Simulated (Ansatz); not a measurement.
Consider the formal exchange of groups at a Te–Ge bond: `[GeH3][Te][GeH3]` + `C/C=N/C` → `C[Te][GeH3]` + `C/N=[CH]\[GeH3]`.

Calculated with Ansatz (gas phase, PBE0-D4/def2-TZVP geometries, no zero-point term in ΔE). CCSD(T)/CBS adds triple-zeta CCSD(T) − MP2 to the extrapolated MP2 energy (def2 sets, frozen cores). Double bonds are as drawn, so ΔE can hold a change between cis and trans. DFT in def2-TZVPP. B3LYP here is the variant with VWN-RPA as its local correlation; programs differ in this. def2 core potentials past Kr. For Ge, Te outer-core shells are correlated without core-valence functions, which leaves a few kJ/mol of doubt a bond. Scalar relativity is left out up to krypton.

```
             level  ΔE (kcal/mol)  difference from CCSD(T)/CBS
            PBE-D4           26.9                          0.6
         r2SCAN-D4           27.7                          1.4
           PBE0-D4           28.8                          2.5
          B3LYP-D4           27.3                          1.0
           ωB97X-V           27.8                          1.5
           ωB97M-V           27.7                          1.4
            B2PLYP           27.5                          1.2
               PBE           27.1                          0.8
            r2SCAN           27.8                          1.5
              PBE0           29.0                          2.7
             B3LYP           27.7                          1.4
     HF/def2-TZVPP           31.5                          5.2
    MP2/def2-TZVPP           27.4                          1.1
SCS-MP2/def2-TZVPP           26.8                          0.5
   CCSD/def2-TZVPP           26.9                          0.6
CCSD(T)/def2-TZVPP           26.1                         -0.2
     HF/def2-QZVPP           31.6                          5.3
    MP2/def2-QZVPP           27.6                          1.3
SCS-MP2/def2-QZVPP           27.0                          0.7
      HF/CBS(def2)           31.6                          5.3
     MP2/CBS(def2)           27.6                          1.3
    CCSD/CBS(def2)           27.1                          0.8
       CCSD(T)/CBS           26.3                            0
```

Largest T1 diagnostic among the species: 0.012.

From PBE to PBE0 (25 % exact exchange), in def2-TZVPP and without D4, ΔE moves by +1.9 kcal/mol. In def2-TZVPP, CCSD(T) changes the Hartree–Fock value by −5.4 kcal/mol (the triples alone add −0.8 kcal/mol) and MP2 by −4.1 kcal/mol.
